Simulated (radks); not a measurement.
The numbers below are computed, except where a source is named.
The krypton ion Kr3+, [Ar] 3d10 4s2 4p3. Level of theory: non-relativistic Kohn-Sham, PBE, spin-polarised, spherical densities, point nucleus (a radial shooting solver on a logarithmic mesh with Libxc functionals). Every spin shell is full or empty, so the densities are truly spherical. Functionals are evaluated on that one density, not self-consistently. Rank these exchange functionals by their error against the exact value of the orbitals, and give that value: LDA, PBE, PW86, WC, MS2, Tao-Mo, TASK, MVS.

Answer. Exact: -92.7511 hartree. From best to worst, with 100 (|E| - |E exact|)/|E exact| (equal figures are ties): MVS +0.05, PW86 +0.06, PBE -0.39, MS2 -0.41, Tao-Mo -0.65, WC -0.96, TASK -2.41, LDA -5.54.
